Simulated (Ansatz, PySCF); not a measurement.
Reaction (SMILES): Cl[Si](Cl)(Cl)Br → Cl[Si](Cl)Br + Cl atom (the Cl-Si bond at the site shown breaks; other sites are not compared here)
Structures are relaxed separately at B3LYP-D3(BJ)/def2-TZVP in Ansatz (a quantum-chemistry and plane-wave program). Frequencies are from Ansatz.

Property: bond dissociation energy (0 K, with B3LYP-D3(BJ) harmonic zero-point energies), in eV. Cores are frozen in the correlated levels unless marked. Open shells are spin-unrestricted. No spin-orbit coupling. The frozen core is the preceding noble-gas configuration, with the filled d and f shells of earlier blocks. Non-relativistic. CBS marks a two-point X^-3 extrapolation of the correlation energy; Hartree-Fock from the larger set. [CCSD(T)-MP2]/basis is that difference in the basis named.

```json
[
 {"level": "BLYP/def2-TZVPD", "program": "Ansatz", "bond dissociation energy (eV)": "4.11"},
 {"level": "revPBE-D3(BJ)/def2-TZVPD", "program": "Ansatz + dftd3", "bond dissociation energy (eV)": "___"},
 {"level": "r2SCAN/def2-TZVPD", "program": "Ansatz", "bond dissociation energy (eV)": "4.52"},
 {"level": "PBE0-D3(BJ)/def2-TZVPD", "program": "Ansatz + dftd3", "bond dissociation energy (eV)": "4.56"},
 {"level": "PBE0/def2-QZVPP", "program": "Ansatz", "bond dissociation energy (eV)": "4.49"},
 {"level": "r2SCANh-D4/def2-TZVPD", "program": "Ansatz + dftd4", "bond dissociation energy (eV)": "4.53"},
 {"level": "r2SCANh/def2-TZVPD", "program": "Ansatz", "bond dissociation energy (eV)": "4.50"},
 {"level": "M06-2X/def2-TZVPD", "program": "PySCF", "bond dissociation energy (eV)": "4.57"},
 {"level": "HSE06-D4/def2-TZVPD", "program": "Ansatz + dftd4", "bond dissociation energy (eV)": "4.57"},
 {"level": "CAM-B3LYP-D3(BJ)/def2-TZVPD", "program": "Ansatz + dftd3", "bond dissociation energy (eV)": "4.48"},
 {"level": "CAM-B3LYP-D4/def2-TZVPD", "program": "Ansatz + dftd4", "bond dissociation energy (eV)": "4.49"},
 {"level": "B2PLYP-D3(BJ)/def2-TZVPD", "program": "Ansatz + dftd3", "bond dissociation energy (eV)": "___"},
 {"level": "PBE-QIDH/def2-TZVPD", "program": "Ansatz", "bond dissociation energy (eV)": "4.68"},
 {"level": "SCS-MP2/STO-3G", "program": "Ansatz", "bond dissociation energy (eV)": "3.60"},
 {"level": "SCS-MP2/6-31G", "program": "Ansatz", "bond dissociation energy (eV)": "2.55"},
 {"level": "RI-MP2/CBS(def2-TZVPP,def2-QZVPP)+[CCSD(T)-MP2]/def2-TZVPP", "program": "Ansatz", "bond dissociation energy (eV)": "___"}
]
```

Q: Fill in the missing entries.

A: 
- revPBE-D3(BJ)/def2-TZVPD, bond dissociation energy (eV): 4.38
- B2PLYP-D3(BJ)/def2-TZVPD, bond dissociation energy (eV): 4.54
- RI-MP2/CBS(def2-TZVPP,def2-QZVPP)+[CCSD(T)-MP2]/def2-TZVPP, bond dissociation energy (eV): 4.74
